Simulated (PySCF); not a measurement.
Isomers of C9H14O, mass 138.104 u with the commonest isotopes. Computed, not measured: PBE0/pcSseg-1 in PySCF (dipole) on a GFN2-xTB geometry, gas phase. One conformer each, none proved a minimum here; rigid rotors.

Problem. Order these by dipole moment, largest first.
A. `[CH2:1]=[CH:2][C:3](=[CH2:4])/[CH:5]=[CH:6]\[O:7][CH:8]([CH3:9])[CH3:10]` with C1–C2–C3–C4 41°, C2–C3–C5–C6 11°, C5–C6–O7–C8 164°, C6–O7–C8–C9 161°
B. `[O:1]=[C:2]1[CH2:3][CH2:4][CH:5]([CH:6]2[CH2:7][CH2:8]2)[CH2:9][CH2:10]1` with C4–C5–C6–C7 -84°, O1–C2–C3–C4 126°, C2–C3–C4–C5 56°, C3–C4–C5–C6 180°, C5–C6–C7–C8 -109°
C. `[CH2:1]=[C:2]1[CH2:3][C@@H:4]([CH3:5])[C@@H:6]([C:7]([CH3:8])=[O:9])[CH2:10]1` with C4–C6–C7–C8 -79°, C1–C2–C3–C4 161°, C2–C3–C4–C5 -86°, C3–C4–C6–C7 -161°, C4–C6–C10–C2 26°

Solution. B (3.27 D), C (2.92 D), A (2.53 D).

Problem. Order these by out-of-plane moment Σ m c² = (Ia + Ib − Ic)/2, largest first.
A. `[O:1]=[C:2]1[CH2:3][CH2:4][CH:5]([CH:6]2[CH2:7][CH2:8]2)[CH2:9][CH2:10]1` with C4–C5–C6–C7 -84°, O1–C2–C3–C4 126°, C2–C3–C4–C5 56°, C3–C4–C5–C6 180°, C5–C6–C7–C8 -109°
B. `[CH2:1]=[C:2]1[CH2:3][C@@H:4]([CH3:5])[C@@H:6]([C:7]([CH3:8])=[O:9])[CH2:10]1` with C4–C6–C7–C8 -79°, C1–C2–C3–C4 161°, C2–C3–C4–C5 -86°, C3–C4–C6–C7 -161°, C4–C6–C10–C2 26°
C. `[CH2:1]=[CH:2][C:3](=[CH2:4])/[CH:5]=[CH:6]\[O:7][CH:8]([CH3:9])[CH3:10]` with C1–C2–C3–C4 41°, C2–C3–C5–C6 11°, C5–C6–O7–C8 164°, C6–O7–C8–C9 161°

Solution. B (67.66 u·Å²), C (52.66 u·Å²), A (26.92 u·Å²).

Problem. Order these by rotational constant C, largest first.
A. `[O:1]=[C:2]1[CH2:3][CH2:4][CH:5]([CH:6]2[CH2:7][CH2:8]2)[CH2:9][CH2:10]1` with C4–C5–C6–C7 -84°, O1–C2–C3–C4 126°, C2–C3–C4–C5 56°, C3–C4–C5–C6 180°, C5–C6–C7–C8 -109°
B. `[CH2:1]=[C:2]1[CH2:3][C@@H:4]([CH3:5])[C@@H:6]([C:7]([CH3:8])=[O:9])[CH2:10]1` with C4–C6–C7–C8 -79°, C1–C2–C3–C4 161°, C2–C3–C4–C5 -86°, C3–C4–C6–C7 -161°, C4–C6–C10–C2 26°
C. `[CH2:1]=[CH:2][C:3](=[CH2:4])/[CH:5]=[CH:6]\[O:7][CH:8]([CH3:9])[CH3:10]` with C1–C2–C3–C4 41°, C2–C3–C5–C6 11°, C5–C6–O7–C8 164°, C6–O7–C8–C9 161°

Solution. B (819.8 MHz), A (648.7 MHz), C (622.3 MHz).

| SMILES | point group | Ia (u·Å²) | Ib (u·Å²) | Ic (u·Å²) | κ | μa (D) | μb (D) | μc (D) |
| --- | --- | --- | --- | --- | --- | --- | --- | --- |
| C=CC(=C)/C=C\OC(C)C | C1 | 221.15 | 696.22 | 812.06 | -0.88 | 2.42 | 0.68 | 0.24 |
| C=C1C[C@@H](C)[C@@H](C(C)=O)C1 | C1 | 208.75 | 543.00 | 616.44 | -0.86 | 0.08 | 1.88 | 2.23 |
| O=C1CCC(C2CC2)CC1 | Cs | 147.62 | 685.34 | 779.12 | -0.94 | 3.10 | 0.00 | 1.02 |
